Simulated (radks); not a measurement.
Problem. Coherent X-ray form factor from a spherical all-electron density. Calculated with a radial shooting solver on a logarithmic mesh with Libxc functionals: Dirac Kohn-Sham, PBE, spin-unpolarised, spherical densities, finite nucleus; Fermi nuclear charge, rms radius of each element as measured or else 0.836 A^(1/3) + 0.57 fm.

sin(theta)/lambda (1/angstrom)  f0 (electrons)
0.05                                    75.846
0.1                                     72.885
0.15                                    69.078
0.2                                     65.117
0.25                                    61.300
0.3                                     57.710
0.4                                     51.253
0.5                                     45.710
0.6                                     40.964
0.8                                     33.271
1                                       27.323
1.25                                    21.898
1.5                                     18.344
2                                       14.419

The species is in the configuration that NIST lists as its ground one. Which atom or ion scatters so?

Solution. Neutral iridium, [Xe] 4f14 5d7 6s2. Extrapolating in s^2 from the first two rows gives f0(0) = 76.8, near the electron count 77; among species with that count, the fall with angle is slower the higher Z, and the table is that of Z = 77; from so few rows the species is fixed only to a neighbour or two.
